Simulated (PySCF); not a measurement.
Compound: C₄H₆NOP.
Bonds: C1–O2, O2–C3, C3–N4 (aromatic), N4–C5 (aromatic), C5–C6 (aromatic), C6–P7 (aromatic), C3–P7 (aromatic). Hydrogens: H8, H9, H10 on C1; H11 on N4; H12 on C5; H13 on C6.

Probes without a nucleus sit at each ring's centroid and 1 Å off its mean plane on both sides; NICS is minus the shielding there, NICSzz its component along the normal. Level: GIAO PBE0/pcSseg-1 (PySCF, non-relativistic, gas phase) on the GFN2-xTB geometry, one conformer.

Ring bond lengths (Å), with Mayer bond orders in brackets: C3–N4 1.352 (1.17), N4–C5 1.362 (1.11), C5–C6 1.357 (1.58), C6–P7 1.765 (1.18), P7–C3 1.731 (1.37).

Give the NICS values of each ring in ppm.

| ring | type | NICS(0) | NICS(1), two faces | NICS(1)zz, two faces | rms pucker (Å) | centre to ring atoms, mean (Å) |
| --- | --- | --- | --- | --- | --- | --- |
| C3–N4–C5–C6–P7 | 5-membered ring with N and P; formal bonds all aromatic | -13.3 | -10.4 / -10.4 | -25.6 / -25.6 | 0.00 | 1.28 |

What can be read from them?

- C3–N4–C5–C6–P7: mean NICS(1)zz -25.6 ppm, shielded.

What does the geometric index give? HOMA = 1 − mean of α(R − Ropt)² over the ring bonds, with Krygowski's 1993 parameters (CC: Ropt 1.388 Å, α 257.7 Å⁻²; CN: Ropt 1.334 Å, α 93.52 Å⁻²; CP: Ropt 1.698 Å, α 118.91 Å⁻²).

- C3–N4–C5–C6–P7: HOMA 0.80; the largest term is that of C6–P7, α(R − Ropt)² = 0.53.

List the ring angles and the Hirshfeld charges of the ring atoms.

- C3–N4–C5–C6–P7: C3 113.6° (+0.050 e), N4 113.4° (-0.068 e), C5 112.7° (-0.033 e), C6 112.6° (-0.152 e), P7 87.7° (-0.040 e); sum 540.0° against 540° for a flat convex ring.

Conformer computed: `[CH3:1][O:2][c:3]1[nH:4][cH:5][cH:6][p:7]1`: C1–O2–C3–N4 180°.
